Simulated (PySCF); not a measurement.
## CaSn: energy against distance

Set-up: Ca def2-SVP, Sn def2-SVP with ECP28; scalar-relativistic core potentials (PySCF 2.14). Energies in eV from Ca + Sn in their ground configurations at the same level. State: Ms = 1 determinant of mixed spin (⟨S²⟩ near 2.4), unpaired electrons π ↑↑.

All columns are PBE0. A positive dipole means Ca(−)Sn(+).

| R (Å) | E (eV) | μ (D) | Mulliken charge on Ca (basis-dependent) | HOMO (eV) | LUMO (eV) | Mayer bond order | ⟨S²⟩ |
| --- | --- | --- | --- | --- | --- | --- | --- |
| 2.594 | -0.833 | -3.84 | 0.20 | -4.32 | -1.99 | 1.64 | 2.36 |
| 2.714 | -1.127 | -4.08 | 0.19 | -4.41 | -2.05 | 1.57 | 2.37 |
| 2.835 | -1.286 | -4.29 | 0.19 | -4.49 | -2.12 | 1.49 | 2.38 |
| 2.925 | -1.341 | -4.43 | 0.20 | -4.55 | -2.18 | 1.43 | 2.39 |
| 3.016 | -1.355 | -4.57 | 0.21 | -4.54 | -2.23 | 1.37 | 2.39 |
| 3.107 | -1.339 | -4.70 | 0.21 | -4.48 | -2.28 | 1.30 | 2.40 |
| 3.227 | -1.283 | -4.87 | 0.23 | -4.41 | -2.35 | 1.22 | 2.40 |
| 3.378 | -1.180 | -5.06 | 0.24 | -4.34 | -2.44 | 1.12 | 2.40 |
| 3.559 | -1.031 | -5.25 | 0.25 | -4.27 | -2.53 | 1.00 | 2.38 |
| 3.800 | -0.826 | -5.37 | 0.26 | -4.22 | -2.64 | 0.85 | 2.34 |

A fit through these points gives, at Re = 3.008 Å, μ = -4.56 D and dμ/dR = -1.47 D/Å; the reduced mass is 29.97 u.

Problem. How strong is the fundamental in the double-harmonic approximation, I = 42.26·(dμ/dR)²/μred km/mol?

Solution. I = 42.26·(-1.47)²/29.97 = 3.05 km/mol at PBE0.

These are scalar-relativistic numbers at best; spin–orbit coupling would shift them, the dissociation energy most. The state is the lowest determinant that a PBE0 search found; another state may lie lower at other levels.
